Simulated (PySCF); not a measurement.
NICS in isomers of C7H9N3.

Definitions: NICS(0) = −σiso at the ring centroid; NICS(1) = −σiso and NICS(1)zz = −σzz at ±1 Å along the ring normal z. Level: GIAO PBE0/pcSseg-1 (PySCF, non-relativistic, gas phase) on the GFN2-xTB geometries, one conformer each. Atom numbers follow the mapped SMILES.

Task: Order these rings by mean NICS(1)zz, lowest (most negative) first (ppm).
A. ring N3–N4–N5–C6–C7 in `[CH2:1]=[CH:2][n:3]1[n:4][n:5][cH:6][c:7]1[CH:8]1[CH2:9][CH2:10]1`
B. ring C3–C4–N5–N6–N7 in `[CH:1]#[C:2][c:3]1[cH:4][n:5][n:6][n:7]1[CH:8]([CH3:9])[CH3:10]`
C. ring C3–N4–N5–C6–N7 in `[CH:1]#[C:2][c:3]1[n:4][n:5][cH:6][n:7]1[CH2:8][CH2:9][CH3:10]`

Result: B (-31.5), C (-29.8), A (-28.2).

```
         SMILES                                                 ring  NICS(0)  NICS(1)  NICS(1)zz  HOMA  rms pucker (Å)  ring atoms with four or more neighbours
C#Cc1cnnn1C(C)C  5-membered ring with 3 N; formal bonds all aromatic    -13.1    -12.7      -31.5  0.96            0.00                                        0
  C#Cc1nncn1CCC  5-membered ring with 3 N; formal bonds all aromatic    -11.7    -11.5      -29.8  0.91            0.00                                        0
C=Cn1nncc1C1CC1  5-membered ring with 3 N; formal bonds all aromatic    -10.7    -11.8      -28.2  0.91            0.00                                        0
```

NICS(0) gives the same order. The isotropic NICS(1) gives another order. HOMA uses Krygowski's 1993 parameters. NICS(1) and NICS(1)zz are means over the two faces.
